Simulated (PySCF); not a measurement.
Species: C4H9NSSi (charge -1 and doublet state).
Atom-mapped SMILES: `[CH3:1][S:2][Si@H:3]([NH2:4])[CH:5]1[CH:6][CH-:7]1` (hydrogens: H8, H9, H10 on C1; H11 on Si3; H12, H13 on N4; H14 on C5; H15 on C6; H16 on C7)

Geometry (GFN2-xTB, Å), atoms numbered from 1 in this order:
```
atom  x, y, z in Å
C1     2.9087    0.3631   -0.0501
S2     1.5543    0.4159   -1.2510
Si3   -0.0919    0.3635    0.2220
N4     0.3384   -0.9175    1.3545
C5    -1.7419    0.2582   -0.6095
C6    -2.7767   -0.7361   -0.0954
C7    -2.9216    0.5810    0.3020
H8     2.8034    1.1881    0.6505
H9     2.8778   -0.5792    0.4896
H10    3.8434    0.4535   -0.5974
H11    0.3260    1.5236    1.0558
H12    0.5333   -1.8035    0.9060
H13   -0.3981   -1.0841    2.0260
H14   -1.8192    0.5805   -1.6508
H15   -2.5852   -1.6467    0.4815
H16   -2.8582    1.0485    1.2899
```

The hyperfine couplings belong to this conformer and change with its torsions.

Level of theory: PySCF, UKS B3LYP, pcH-1 on C H N S Si, non-relativistic, mean-field spin-orbit, GIAO. Whether the extra electron is bound in the gas phase wasn't checked; a finite basis holds it in any case. Couplings are sensitive to structure, and on GFN2-xTB geometries they can be far from those on DFT ones, by a factor of two or more for some ions and for spin on atoms past the first row. No stability test was run, so a lower SCF solution isn't excluded.

Principal values of hyperfine tensors in MHz (contact, dipolar and spin–orbit terms together), for some of the nuclei:

| atom | isotope | A1 | A2 | A3 |
| --- | --- | --- | --- | --- |
| C7 | 13C | 286.23 | 287.41 | 374.45 |
| C6 | 13C | 269.15 | 270.52 | 359.10 |
| H15 | 1H | 49.85 | 61.46 | 80.05 |
| H16 | 1H | 48.51 | 61.08 | 78.41 |
| Si3 | 29Si | 13.19 | 23.19 | 26.54 |
| H11 | 1H | 18.67 | 20.00 | 23.99 |
| H14 | 1H | -16.25 | -15.37 | -6.48 |
| C5 | 13C | -11.51 | -9.29 | -3.30 |

Question: Split each tensor into its isotropic and traceless parts, and turn a_iso into mT with g = 2.0025.

Answer: a_iso is a third of the trace, T = A − a_iso, and a(mT) = a(MHz)/(g × 13.996). The tensors hold a spin–orbit part: the run splits a_iso into a_FC + a_SO, and T includes its anisotropic share.

| atom | a_iso (MHz) | a_FC | a_SO | a_iso (mT) | T1 | T2 | T3 |
| --- | --- | --- | --- | --- | --- | --- | --- |
| C7 | 316.03 | 316.07 | -0.04 | 11.276 | -29.80 | -28.62 | 58.42 |
| C6 | 299.59 | 299.64 | -0.06 | 10.689 | -30.44 | -29.07 | 59.51 |
| H15 | 63.79 | 63.78 | 0.00 | 2.276 | -13.94 | -2.33 | 16.27 |
| H16 | 62.66 | 62.66 | 0.01 | 2.236 | -14.16 | -1.59 | 15.75 |
| Si3 | 20.97 | 20.95 | 0.03 | 0.748 | -7.78 | 2.21 | 5.57 |
| H11 | 20.89 | 20.89 | 0.00 | 0.745 | -2.22 | -0.89 | 3.11 |
| H14 | -12.70 | -12.70 | 0.00 | -0.453 | -3.55 | -2.67 | 6.22 |
| C5 | -8.03 | -8.02 | -0.01 | -0.287 | -3.48 | -1.25 | 4.73 |

Question: What spin density at the nucleus of Si3 lies behind its contact coupling (g_N = -1.11058)?

Answer: a_FC = 800.24 MHz bohr³ × g_N × ρ(0)/(2S). With a_FC = 20.95 MHz and 2S = 1, ρ(0) = -0.02357 bohr⁻³. The nuclear moment is negative, so coupling and spin density have opposite signs.

Question: N4 (14N, g_N = 0.40376) isn't in the table. Its spin density at the nucleus is 0.01265 bohr⁻³. What is its contact coupling?

Answer: By the same relation, a_FC = 4.09 MHz. Its full tensor has the principal values 3.68, 3.89, 4.68 MHz.

Question: What first-order splitting does C7 cause when the field lies along A1, A2 or A3 of its tensor (g taken as isotropic, no quadrupole term)?

Answer: 2 lines (I = 1/2), spaced by |A_i|/(g × 13.996): 10.21, 10.25, 13.36 mT along the axes of A1, A2 and A3.
